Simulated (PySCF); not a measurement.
Isomers of C4H7N3OSi.

All values: PBE0/pcSseg-1 (PySCF) at GFN2-xTB geometries, gas phase, one conformer each.

Task: Rank by HOMO energy, highest first.
A. `[CH3:1][c:2]1[n:3][cH:4][n:5][n:6][c:7]1[O:8][SiH3:9]` with N6–C7–O8–Si9 0°
B. `[CH3:1][C:2](=[O:3])[c:4]1[cH:5][n:6][n:7]([SiH3:8])[n:9]1` with C1–C2–C4–C5 180°
C. `[CH3:1][C:2](=[O:3])[c:4]1[n:5][nH:6][n:7][c:8]1[SiH3:9]` with C1–C2–C4–N5 0°
D. `[CH3:1][C:2](=[O:3])[c:4]1[cH:5][n:6]([SiH3:7])[n:8][n:9]1` with C1–C2–C4–C5 175°

Result: A (-6.95 eV), D (-7.42 eV), B (-7.56 eV), C (-7.81 eV).

Task: Rank by the lowest Hirshfeld charge on any atom, lowest value first.
A. `[CH3:1][C:2](=[O:3])[c:4]1[cH:5][n:6][n:7]([SiH3:8])[n:9]1` with C1–C2–C4–C5 180°
B. `[CH3:1][C:2](=[O:3])[c:4]1[n:5][nH:6][n:7][c:8]1[SiH3:9]` with C1–C2–C4–N5 0°
C. `[CH3:1][C:2](=[O:3])[c:4]1[cH:5][n:6]([SiH3:7])[n:8][n:9]1` with C1–C2–C4–C5 175°
D. `[CH3:1][c:2]1[n:3][cH:4][n:5][n:6][c:7]1[O:8][SiH3:9]` with N6–C7–O8–Si9 0°

Result: C (-0.248 e), A (-0.238 e), B (-0.195 e), D (-0.178 e).

All values together:

```tsv
SMILES	μ (D)	HOMO (eV)	LUMO (eV)	lowest IAO charge (e)	highest IAO charge (e)	lowest Hirshfeld charge (e)	highest Hirshfeld charge (e)
CC(=O)c1cn([SiH3])nn1	3.88	-7.42	-1.39	-0.478 (C)	+0.760 (Si)	-0.248 (O)	+0.402 (Si)
CC(=O)c1n[nH]nc1[SiH3]	3.10	-7.81	-1.75	-0.474 (C)	+0.627 (Si)	-0.195 (O)	+0.296 (Si)
Cc1ncnnc1O[SiH3]	2.42	-6.95	-1.84	-0.566 (O)	+0.849 (Si)	-0.178 (O)	+0.383 (Si)
CC(=O)c1cnn([SiH3])n1	3.79	-7.56	-1.53	-0.478 (C)	+0.774 (Si)	-0.238 (O)	+0.395 (Si)
```

Conformers: `[CH3:1][C:2](=[O:3])[c:4]1[cH:5][n:6]([SiH3:7])[n:8][n:9]1` with C1–C2–C4–C5 175°; `[CH3:1][C:2](=[O:3])[c:4]1[n:5][nH:6][n:7][c:8]1[SiH3:9]` with C1–C2–C4–N5 0°; `[CH3:1][c:2]1[n:3][cH:4][n:5][n:6][c:7]1[O:8][SiH3:9]` with N6–C7–O8–Si9 0°; `[CH3:1][C:2](=[O:3])[c:4]1[cH:5][n:6][n:7]([SiH3:8])[n:9]1` with C1–C2–C4–C5 180°.
